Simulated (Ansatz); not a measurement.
```yaml
crystal:
  periodic: [false, false, false]
  atoms:
    - {symbol: Hf, position_ang: [0.493346, 2.093800, -0.060152]}
    - {symbol: Br, position_ang: [0.731578, 2.822531, 2.304691]}
    - {symbol: Br, position_ang: [-0.745499, 4.042186, -0.993884]}
    - {symbol: Br, position_ang: [2.626489, 2.298073, -1.325228]}
    - {symbol: Br, position_ang: [-1.468653, 0.483612, -0.819768]}
    - {symbol: Hf, position_ang: [-0.492949, -2.092087, 0.059292]}
    - {symbol: Br, position_ang: [-0.729032, -2.828250, -2.303749]}
    - {symbol: Br, position_ang: [-2.628010, -2.291467, 1.323349]}
    - {symbol: Br, position_ang: [0.740873, -4.041543, 1.000921]}
    - {symbol: Br, position_ang: [1.471847, -0.486865, 0.814536]}
basis:
  gaussian: {orbitals: def2-TZVP}
total_charge: 1
magnetization: {spin_polarized: true, initial_magnetization: 1}
hamiltonian: {xc: pbe0, dispersion: d4}
scf: {omitted_lower_state_checks: [starts]}
output: {orbitals: {seedname: orbitals}}
```

```sh
$ ansatz run in.yaml --threads 6 --pin off --events-out ev --progress --plain --max-ram 7833MiB
```

Q: Does this run fit into the memory that it is given?

A: No. It has 464 basis functions, and Ansatz plans for 12 GiB where 8 GiB are given.
